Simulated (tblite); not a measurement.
C₅H₁₂AsP.
Bonds: C1–As2, As2–C3, As2–P4, P4–C5, C5–C6, C6–C7, P4–C7. Hydrogens: H8, H9, H10 on C1; H11, H12, H13 on C3; H14, H15 on C5; H16, H17 on C6; H18, H19 on C7.

Computed with GFN2-xTB (tblite), gas phase: L-BFGS steps from a force-field or distance-geometry start until the largest atomic force falls under 0.01 eV/Å.

Step 3: E = -590.2588 eV
```
atom  x, y, z in Å  |  force x, y, z in eV/Å
C1     -2.0439   -1.4147   -0.7035    0.169   0.070   0.118
As2    -0.9108   -0.6146    0.6953   -0.079  -0.048   0.094
C3     -2.1772    0.8346    1.1238    0.206  -0.113   0.004
P4      0.2906    0.6703   -0.7989    0.060  -0.032   0.021
C5      1.5972    1.2289    0.4326   -0.056  -0.072  -0.064
C6      2.5347    0.0624    0.1109   -0.120   0.045  -0.090
C7      1.7004   -0.5572   -1.0145   -0.031   0.148   0.010
H8     -2.3898   -0.6360   -1.3749   -0.075   0.009  -0.132
H9     -1.4719   -2.1466   -1.2637   -0.040  -0.138  -0.118
H10    -2.8966   -1.8986   -0.2421   -0.148  -0.137  -0.017
H11    -2.5094    1.3099    0.2081   -0.085   0.117  -0.069
H12    -1.6895    1.5706    1.7541   -0.035   0.146   0.102
H13    -3.0314    0.4274    1.6507   -0.173   0.003   0.113
H14     2.0177    2.1851    0.1495    0.047   0.296   0.166
H15     1.2363    1.2274    1.4581    0.068   0.277   0.147
H16     2.6572   -0.6139    0.9569    0.068  -0.013   0.004
H17     3.5096    0.4020   -0.2376    0.079  -0.098   0.121
H18     1.3993   -1.5818   -0.8192    0.084  -0.235  -0.230
H19     2.1676   -0.4459   -1.9868    0.061  -0.227  -0.179
```

Step 4: E = -590.2789 eV
```
atom  x, y, z in Å  |  force x, y, z in eV/Å
C1     -2.0403   -1.4140   -0.7009    0.031   0.001   0.049
As2    -0.9160   -0.6146    0.6972    0.058  -0.111   0.148
C3     -2.1735    0.8332    1.1254    0.045  -0.052   0.010
P4      0.2942    0.6657   -0.7932   -0.057   0.052  -0.084
C5      1.5977    1.2318    0.4327   -0.064   0.104  -0.008
C6      2.5270    0.0655    0.1076    0.091  -0.038   0.014
C7      1.7026   -0.5568   -1.0168   -0.101  -0.023  -0.109
H8     -2.3909   -0.6426   -1.3764   -0.074   0.076  -0.144
H9     -1.4792   -2.1487   -1.2664    0.042  -0.151  -0.108
H10    -2.8966   -1.9017   -0.2481   -0.138  -0.115   0.023
H11    -2.5106    1.3116    0.2132   -0.074   0.115  -0.109
H12    -1.6950    1.5737    1.7552    0.026   0.152   0.132
H13    -3.0325    0.4317    1.6516   -0.142  -0.016   0.105
H14     2.0175    2.1966    0.1618    0.020   0.153   0.095
H15     1.2416    1.2436    1.4607    0.049   0.186   0.137
H16     2.6631   -0.6091    0.9496   -0.032  -0.099   0.117
H17     3.5069    0.3920   -0.2262    0.191   0.027  -0.013
H18     1.4053   -1.5883   -0.8346    0.082  -0.142  -0.148
H19     2.1689   -0.4605   -1.9938    0.048  -0.120  -0.107
```

Step 5: E = -590.2891 eV
```
atom  x, y, z in Å  |  force x, y, z in eV/Å
C1     -2.0382   -1.4140   -0.6990   -0.076  -0.065  -0.048
As2    -0.9178   -0.6165    0.7008    0.106  -0.106   0.122
C3     -2.1713    0.8321    1.1266   -0.078   0.047   0.034
P4      0.2952    0.6638   -0.7914   -0.093   0.066  -0.091
C5      1.5970    1.2356    0.4330   -0.021   0.142   0.025
C6      2.5242    0.0666    0.1060    0.148  -0.055   0.047
C7      1.7024   -0.5573   -1.0202   -0.071  -0.089  -0.121
H8     -2.3926   -0.6453   -1.3794   -0.039   0.051  -0.085
H9     -1.4828   -2.1523   -1.2696    0.046  -0.099  -0.056
H10    -2.8985   -1.9052   -0.2513   -0.076  -0.069   0.019
H11    -2.5124    1.3143    0.2148   -0.036   0.067  -0.058
H12    -1.6979    1.5778    1.7579    0.023   0.089   0.093
H13    -3.0351    0.4341    1.6537   -0.069  -0.002   0.065
H14     2.0176    2.2056    0.1705   -0.001   0.054   0.043
H15     1.2456    1.2562    1.4643    0.040   0.119   0.088
H16     2.6659   -0.6079    0.9473   -0.092  -0.110   0.133
H17     3.5085    0.3867   -0.2199    0.189   0.073  -0.066
H18     1.4103   -1.5941   -0.8461    0.070  -0.067  -0.093
H19     2.1703   -0.4709   -1.9995    0.029  -0.045  -0.051
```

Q: Estimate the geometry and energy of step 6. (The exact step hangs on the optimiser's Hessian estimate; all steps are aligned on step 5, rigid shifts and turns removed.)

A: E = -590.2965 eV, largest force 0.187 eV/Å
```
atom  x, y, z in Å  |  force x, y, z in eV/Å
C1     -2.0381   -1.4154   -0.6988   -0.121  -0.098  -0.103
As2    -0.9173   -0.6198    0.7057    0.067  -0.052   0.041
C3     -2.1712    0.8326    1.1284   -0.130   0.105   0.051
P4      0.2944    0.6635   -0.7914   -0.061   0.038  -0.038
C5      1.5963    1.2404    0.4336    0.036   0.085   0.031
C6      2.5243    0.0668    0.1053    0.123  -0.038   0.042
C7      1.7013   -0.5589   -1.0246    0.004  -0.077  -0.064
H8     -2.3945   -0.6468   -1.3830    0.000   0.000  -0.012
H9     -1.4850   -2.1566   -1.2728    0.024  -0.036  -0.001
H10    -2.9012   -1.9092   -0.2535   -0.017  -0.026   0.000
H11    -2.5143    1.3174    0.2153    0.004   0.013   0.011
H12    -1.7000    1.5823    1.7614   -0.001   0.016   0.039
H13    -3.0383    0.4360    1.6564   -0.003   0.019   0.025
H14     2.0177    2.2138    0.1779   -0.010  -0.014  -0.007
H15     1.2495    1.2681    1.4685    0.035   0.060   0.021
H16     2.6662   -0.6091    0.9480   -0.126  -0.073   0.088
H17     3.5132    0.3840   -0.2162    0.115   0.069  -0.071
H18     1.4154   -1.6001   -0.8567    0.050  -0.007  -0.046
H19     2.1720   -0.4797   -2.0049    0.010   0.017  -0.008
```

The energy changes by -0.0074 eV. The first-order estimate −F·Δx gives -0.0110 eV and the mean of the old and new forces, exact on a quadratic surface, -0.0074 eV. The step makes an angle of 52° with the force vector and moves no atom by more than 0.013 Å.

The cost below is that of the whole relaxation. Hardware: Arm Neoverse V2, one thread, shared host. Cost: 0.37 s.
